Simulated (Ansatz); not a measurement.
This Ansatz (a program for electronic structure) input (PBE0/cc-pVQZ) gives -81.96886 Eh with 230 basis functions.

Ansatz 0.2 input:
```yaml
crystal:
  periodic: [false, false, false]
  atoms:
    - {symbol: B, position_ang: [-0.77657967, 0.03230627, -0.00413419]}
    - {symbol: N, position_ang: [0.60979542, -0.02536793, 0.00324630]}
    - {symbol: H, position_ang: [-1.39837774, -0.98543134, -0.02544751]}
    - {symbol: H, position_ang: [-1.31189213, 1.09818051, 0.01101914]}
    - {symbol: H, position_ang: [1.19719081, 0.79223349, 0.02089926]}
    - {symbol: H, position_ang: [1.12740949, -0.88893853, -0.00852404]}
basis:
  gaussian:
    orbitals: cc-pVQZ
hamiltonian:
  xc: {name: PBE0}
magnetization: {spin_polarized: false}
```

Change:
```diff
- orbitals: cc-pVQZ
+ orbitals: STO-3G
```

Q: What does the run give now?

A: -80.89311 Eh (PBE0/STO-3G, 14 functions), a change of +1075.75 mEh.
